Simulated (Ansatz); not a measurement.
C2H7FInN (`C[N](C)[InH][F]`), relaxed with RKS PBE0-D4/def2-TZVP in Ansatz from a GFN2-xTB geometry. The force threshold is 0.005 eV/Å; the program also tests the step.

Total charge 0; spin multiplicity 1. In: def2 effective core potential.

Start:

```xyz
12

C    -1.132   -0.193   -0.821
N    -0.242   -0.141    0.316
C    -0.186    1.171    0.918
In    1.641   -1.059   -0.029
F     1.522   -2.599   -1.263
H    -0.946    0.609   -1.554
H    -2.164   -0.096   -0.469
H    -1.026   -1.165   -1.311
H     0.011    1.976    0.195
H     0.587    1.183    1.689
H    -1.150    1.375    1.395
H     3.085   -1.062    0.935
```

```tsv
step	energy (eV)	largest force (eV/Å)	largest move (Å)
1	-11564.8259	1.868	0.000
2	-11565.0281	0.425	0.146
3	-11565.0608	0.511	0.090
4	-11565.0805	0.264	0.087
5	-11565.0886	0.222	0.107
6	-11565.0924	0.099	0.045
7	-11565.0930	0.039	0.013
8	-11565.0932	0.006	0.012
9	-11565.0932	0.014	0.007
10	-11565.0932	0.003	0.004
```

End:

```xyz
12

C    -1.054   -0.189   -0.869
N     0.026    0.047    0.056
C    -0.163    1.216    0.874
In    1.604   -1.162    0.150
F     1.273   -2.549   -1.199
H    -1.183    0.659   -1.558
H    -2.010   -0.327   -0.342
H    -0.863   -1.083   -1.464
H    -0.253    2.128    0.264
H     0.674    1.362    1.561
H    -1.079    1.143    1.479
H     3.028   -1.246    1.049
```

Run time 24 s (4 threads of an Intel Xeon Platinum 8488C on a shared host); peak host memory 0.65 GiB.
